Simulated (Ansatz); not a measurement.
Basis sets compared for NiCl2. The state is a triplet with charge 0. Geometry PBE-D4/def2-TZVP. Ansatz on 2 threads of AMD EPYC 7R43 on a shared host; times are rough, and most runs start from earlier orbitals.

```xyz
3

Ni    0.000    0.000    0.000
Cl    2.035   -0.257    0.033
Cl   -2.035    0.257   -0.033
```

The 6-31G sets use Cartesian d functions. B3LYP takes the VWN-RPA correlation.

Binding counts from free atoms (Ni triplet, Cl doublet) in the same basis, without a counterpoise term.

```csv
level,functions,energy (Eh),HOMO (eV),LUMO (eV),binding per atom (eV),wall time
HF/6-31G,55,-2425.6741,-12.55,1.06,1.62,3.4 s
HF/def2-TZVP,119,-2426.0006,-12.44,1.62,1.82,13 s
PBE-D4/def2-SVP,67,-2427.6950,-6.54,-5.69,2.83,10 s
PBE-D4/def2-TZVP (with forces),119,-2428.2484,-6.99,-6.18,2.66,15 s
PBE-D4/def2-TZVPD,140,-2428.2510,-7.07,-6.26,2.66,18 s
r2SCAN-D4/def2-TZVP,119,-2428.7870,-7.92,-5.95,2.70,18 s
r2SCAN-D4/def2-TZVPD,140,-2428.7887,-7.97,-6.01,2.71,23 s
B3LYP-D4/6-31G,55,-2428.5768,-8.92,-4.66,2.37,15 s
B3LYP-D4/def2-TZVP,119,-2428.9281,-8.98,-5.10,2.42,43 s
PBE0-D4/def2-SVP,67,-2427.7725,-8.94,-4.29,2.61,20 s
PBE0-D4/def2-TZVP (with forces),119,-2428.3102,-9.28,-4.66,2.50,67 s
PBE0-D4/def2-TZVPD,140,-2428.3123,-9.34,-4.72,2.51,44 s
```

(1) Estimate the rows for PBE0-D4/def2-QZVPP.

Answers

(1) 
```json
{"level": "PBE0-D4/def2-QZVPP", "functions": "240", "energy (Eh)": "-2428.3765", "HOMO (eV)": "-9.31", "LUMO (eV)": "-4.63", "binding per atom (eV)": "2.54", "wall time": "1.7 min"}
```
